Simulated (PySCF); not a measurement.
Species: CH₇BBrP.
InChI=1S/CH7BBrP/c1-2(3)4/h2H,1,4H3/t2-/m1/s1

A linear-response calculation (PySCF, def2-SVPD basis, gas phase, vertical, core orbitals frozen in the response) gave these numbers; the functional is withheld.

Orbital energies (eV): HOMO-3 -10.66, HOMO-2 -10.18, HOMO-1 -8.66, HOMO -8.54, LUMO 0.57, LUMO+1 0.98, LUMO+2 1.05.

```csv
state,E (eV),f,"main configurations (H = HOMO, L = LUMO)"
S1,6.34,0.0067,"H→L+1 (57%), H→L (24%)"
S2,6.46,0.012,"H-1→L+1 (46%), H-1→L (34%), H→L+1 (13%)"
S3,6.61,0.025,"H→L (55%), H→L+2 (17%), H→L+1 (13%)"
S4,6.72,0.057,"H-1→L (43%), H-1→L+1 (19%), H-1→L+2 (17%)"
S5,6.87,0.069,"H→L+2 (35%), H-1→L+2 (22%), H-1→L+1 (13%)"
S6,6.95,0.0073,"H-1→L+2 (53%), H→L+2 (38%)"
```

Triplets (Tamm–Dancoff): T1 5.97 eV, H→L+1 (41%), H-1→L+1 (37%); T2 6.12 eV, H-1→L+1 (42%), H→L+1 (33%); T3 6.42 eV, H-1→L+2 (29%), H→L+2 (25%), H→L (16%); T4 6.51 eV, H→L (44%), H-1→L+2 (19%).

Vertical ionisation energy by ΔSCF with the same functional: 9.51 eV. Mean static polarisability: 79.6 au.

Question: Which of these was used?
A. PBE0
B. HF
C. CAM-B3LYP
D. PBE

Answer: C. CAM-B3LYP is range-separated, 19% exact exchange at short range and 65% at long range (ω = 0.33 bohr⁻¹). In this run −ε(HOMO) = 8.54 eV differs from the ΔSCF value by -0.97 eV, and S1 differs from the orbital gap of 9.11 eV by -2.78 eV. The ratio −ε(HOMO)/IP is 0.90. Small neutral molecules mostly give 0.85 to 0.93 with CAM-B3LYP, 0.5 to 0.7 with PBE, 0.7 to 0.83 with PBE0; Hartree–Fock can't fall below 1, since the ion's relaxation only lowers the ΔSCF value. The other options: PBE, a GGA without exact exchange; HF, time-dependent Hartree–Fock, 100% exact exchange; PBE0, a global hybrid with 25% exact exchange.

Computed, not measured: PySCF, TDDFT CAM-B3LYP/def2-SVPD, vertical, gas phase, core orbitals frozen in the response. Isolated species at its PBE0-D3(BJ)/def2-SVP geometry, gas phase. Relativistic effects, spin–orbit coupling among them, are left out although an element past zinc is present.
